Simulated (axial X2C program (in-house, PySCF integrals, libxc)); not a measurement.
# Worked dissociation energy of GaCl⁻: CCSD, spin-free

Calculated with an in-house all-electron X2C program for linear molecules (integrals from PySCF). Spin-free means the one-electron spin-free X2C Hamiltonian. Basis: Ga dyall-acv3z [10s10p8d5f1g], Cl dyall-av3z [9s8p3d2f] (cores contracted in-house); Gaussian nuclei, density fitting, unrestricted open shells. Masses: Ga 68.926 u, Cl 34.969 u.

Molecular state: M_S = 1/2, Λ = 1 (beyond evenly filled blocks: π+α).

Correlated methods: 11 electrons correlated (number of frozen shells: Ga 3 s, 2 p, 1 d; Cl 2 s, 1 p), 289 virtual spin orbitals or spinors in MP2, 90 natural virtuals in coupled cluster.

| Property | Result |
| --- | --- |
| E(Ga) (2M_S = 1, M_L = 0) | -1942.279766 hartree |
| E(Cl-) (2M_S = 0, M_L = 0) | -461.214537 hartree |
| E(GaCl⁻) at Re | -2403.544764 hartree |
| ωe | 238.4 cm⁻¹ |
| ωexe | 1.64 cm⁻¹ |

Work out De and D0.

De = -1942.279766 + (-461.214537) − (-2403.544764) = 0.05046 hartree = 1.373 eV. The zero-point energy is ωe/2 − ωexe/4 = 119 cm⁻¹ = 0.015 eV, so D0 = 1.358 eV.

The state is one determinant whose occupation by symmetry is held fixed; it was picked as the lowest of a PBE0 search that is not exhaustive. Dissociation energies refer to the lowest single-determinant-based atoms at the same level and basis. CCSD ran in a truncated set of natural virtual spinors with an MP2 remainder; without triples it tends to underbind. The highest occupied level is positive at some bond lengths even in Hartree–Fock (under at least one Hamiltonian), so the basis set holds the extra electron there; where that holds at Re the anion is at best weakly bound and its constants depend on the basis. With the outer-core shells frozen, correlated bond lengths of heavy atoms tend to come out a few hundredths of an ångström too long. Spin-free De lacks the spin–orbit lowering of the heavy p-block atom, a tenth of an eV or more for 4p and 5p, up to an eV for 6p and one to two eV for 7p atoms, less what an open-shell molecule gains itself.

Each atomic determinant is the lowest at this level and need not be a pure term. Totals compare only within one Hamiltonian and basis.
